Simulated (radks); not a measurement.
All-electron atom: Dy- in [Xe] 4f11 6s2. All-electron calculation, scalar-relativistic Kohn-Sham, r2SCAN, spin-polarised, spherical densities, finite nucleus; open shells are filled with parallel spins first (spin-orbit coupling, left out, can overturn this in heavy ions); meta-GGA in the generalised Kohn-Sham scheme; Fermi nuclear charge, rms radius 5.2218 fm; hard spherical wall at 2.5 bohr. Program: a radial shooting solver on a logarithmic mesh with Libxc functionals.

Unscreened Slater integrals over Kohn-Sham orbitals (hartree). They are taken over the spin-up orbitals. Empty in this configuration: 5d.

integral,value
"F0(6s,6s)",0.58313
"F0(6s,4f)",0.71355
"G3(6s,4f)",0.085499
"F0(6s,5p)",0.60532
"G1(6s,5p)",0.093074
"F0(6s,5d)",0.58148
"G2(6s,5d)",0.12386
"F0(4f,4f)",1.0636
"F2(4f,4f)",0.48838
"F4(4f,4f)",0.30260
"F6(4f,4f)",0.21659
"F0(4f,5p)",0.74389
"F2(4f,5p)",0.28317
"G2(4f,5p)",0.16804
"G4(4f,5p)",0.12834
"F0(4f,5d)",0.69255
"F2(4f,5d)",0.24373
"F4(4f,5d)",0.13722
"G1(4f,5d)",0.13872
"G3(4f,5d)",0.11731
"G5(4f,5d)",0.091110
"F0(5p,5p)",0.64691
"F2(5p,5p)",0.36940
"F0(5p,5d)",0.61703
"F2(5p,5d)",0.34987
"G1(5p,5d)",0.42427
"G3(5p,5d)",0.28029
"F0(5d,5d)",0.59445
"F2(5d,5d)",0.34756
"F4(5d,5d)",0.24858

Derived for the open shells (J is the average intra-shell exchange parameter used in DFT+U). 4f: F4/F2 = 0.620, F6/F2 = 0.443, J = (286 F2 + 195 F4 + 250 F6)/6435 = 0.03929 hartree.
